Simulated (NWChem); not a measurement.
System: C3H6OS; SMILES CCSC=O

NWChem input:

```
start job
memory heap 200 mb stack 900 mb global 1100 mb
geometry units angstroms noautosym nocenter noautoz
  C      0.757852     1.861096    -0.433542
  C      0.017013     1.091951     0.643320
  S     -1.094472    -0.189254    -0.010620
  C      0.054741    -1.511041    -0.206828
  O      1.223343    -1.475708     0.063727
  H      1.386363     2.641249     0.024771
  H      1.415737     1.192287    -1.006643
  H      0.063176     2.349373    -1.133001
  H     -0.627130     1.747102     1.248585
  H      0.716555     0.577931     1.319665
  H     -0.454289    -2.414794    -0.618507
end
basis spherical
  * library def2-svp
end
dft
  xc pbe0
  iterations 150
end
cosmo
  do_cosmo_smd true
  solvent water
end
task dft energy
```

The geometry was optimised at PBE0/def2-SVP. Solvent: water.

Level: PBE0/def2-SVP with SMD (1 M gas to 1 M solution), gas-phase geometry.

### Question
What results follow from this input? (PBE0/def2-SVP, SMD on the gas-phase geometry.) Quantities: solvation free energy (kcal/mol); cavity-dispersion-structure term (kcal/mol); dipole in solution (D).

### Answer
```
Quantity                                     Result
-------------------------------------------  ------
solvation free energy (kcal/mol)               -1.5
cavity-dispersion-structure term (kcal/mol)     4.0
dipole in solution (D)                         2.03
```
